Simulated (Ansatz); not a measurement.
```yaml
crystal:
  periodic: [false, false, false]
  atoms:
    - {symbol: C, position_ang: [-0.962389, -0.918263, 0.551884]}
    - {symbol: C, position_ang: [0.257191, -0.025651, 0.655011]}
    - {symbol: C, position_ang: [1.535990, -0.825571, 0.443376]}
    - {symbol: N, position_ang: [0.181239, 1.080772, -0.279112]}
    - {symbol: Ga, position_ang: [-1.052234, 1.573959, -1.521690]}
    - {symbol: H, position_ang: [-1.883312, -0.361667, 0.739790]}
    - {symbol: H, position_ang: [-1.034841, -1.363426, -0.445163]}
    - {symbol: H, position_ang: [-0.900993, -1.729080, 1.280414]}
    - {symbol: H, position_ang: [0.284584, 0.376655, 1.680143]}
    - {symbol: H, position_ang: [2.417401, -0.183146, 0.520693]}
    - {symbol: H, position_ang: [1.536221, -1.280821, -0.550922]}
    - {symbol: H, position_ang: [1.633045, -1.618518, 1.189915]}
    - {symbol: H, position_ang: [1.004795, 1.663422, -0.230863]}
    - {symbol: H, position_ang: [-2.366891, 0.757978, -1.707560]}
    - {symbol: H, position_ang: [-0.649786, 2.853354, -2.325906]}
basis:
  gaussian: {orbitals: def2-mTZVPP}
hamiltonian: {xc: {name: PBE0-DH}, pseudopotentials: {relativity: scalar}}
scf: {lower_state_search: light}
output: {forces: true}
```

```sh
$ ansatz run in.yaml --threads 4 --pin off --events-out ev --progress --plain --max-ram 10444MiB
```

Output, abridged:

```
Functional definition: PBE0-DH
1557 factors; integrals over basis functions are off by at most 1.2e-3 eV
mean field evaluation 1: about -57528.7108 eV, gradient 6.1e1 eV
mean field evaluation 2: about -57528.7116 eV, gradient 6.1e1 eV
mean field evaluation 4: about -57536.2228 eV, gradient 1.3e1 eV
mean field evaluation 8: about -57536.5541 eV, gradient 5.3e-1 eV
mean field evaluation 16: about -57536.5549 eV, gradient 2.4e-4 eV
mean field -57536.55488378 eV, -2114.4293923014 hartree, gradient 4.2e-6 eV, S^2 0.000000; 0 other end points of the search recorded, 0 dependent functions left out
13 core orbitals not correlated: weight in the atoms' cores, before any rotation towards them, 1.000 or more for the frozen orbitals, at most 0.000 for the correlated occupied ones
reference -57536.55490705 eV, -2114.4293931563 hartree; 20, 20 occupied and 134, 134 virtual orbitals, 1557 factors
second order -28.98084158 eV of doubles, -0.00000000 eV of singles
Total energy: -57540.17751224 eV, -2114.5625214418 hartree
Relativity: scalar
Atom 0 at    -0.962389    -0.918263     0.551884 Å, force    -0.042760    -0.031973    -0.033812 eV/Å
Atom 1 at     0.257191    -0.025651     0.655011 Å, force     0.016475    -0.002332     0.127382 eV/Å
Atom 2 at     1.535990    -0.825571     0.443376 Å, force     0.024281    -0.019204    -0.037321 eV/Å
Atom 3 at     0.181239     1.080772    -0.279112 Å, force    -0.060397     0.095266    -0.148958 eV/Å
Atom 4 at    -1.052234     1.573959    -1.521690 Å, force     0.028864     0.001539     0.020924 eV/Å
Atom 5 at    -1.883312    -0.361667     0.739790 Å, force     0.104706    -0.048562    -0.015098 eV/Å
Atom 6 at    -1.034841    -1.363426    -0.445163 Å, force     0.019049     0.049260     0.104359 eV/Å
Atom 7 at    -0.900993    -1.729080     1.280414 Å, force    -0.000127     0.083054    -0.069502 eV/Å
Atom 8 at     0.284584     0.376655     1.680143 Å, force    -0.010313    -0.040509    -0.135018 eV/Å
Atom 9 at     2.417401    -0.183146     0.520693 Å, force    -0.101254    -0.064080    -0.007603 eV/Å
Atom 10 at     1.536221    -1.280821    -0.550922 Å, force    -0.004823     0.050983     0.105816 eV/Å
Atom 11 at     1.633045    -1.618518     1.189915 Å, force    -0.015905     0.082512    -0.072712 eV/Å
Atom 12 at     1.004795     1.663422    -0.230863 Å, force    -0.118538    -0.077324    -0.009924 eV/Å
Atom 13 at    -2.366891     0.757978    -1.707560 Å, force     0.231369     0.141763     0.033596 eV/Å
Atom 14 at    -0.649786     2.853354    -2.325906 Å, force    -0.070628    -0.220393     0.137872 eV/Å
Dipole moment:     0.125163    -0.079983     0.149545 e Å
```

Hardware: 4 threads of an Intel Xeon Platinum 8488C on a shared host. Wall time 8.5 s, peak host memory 0.63 GiB.
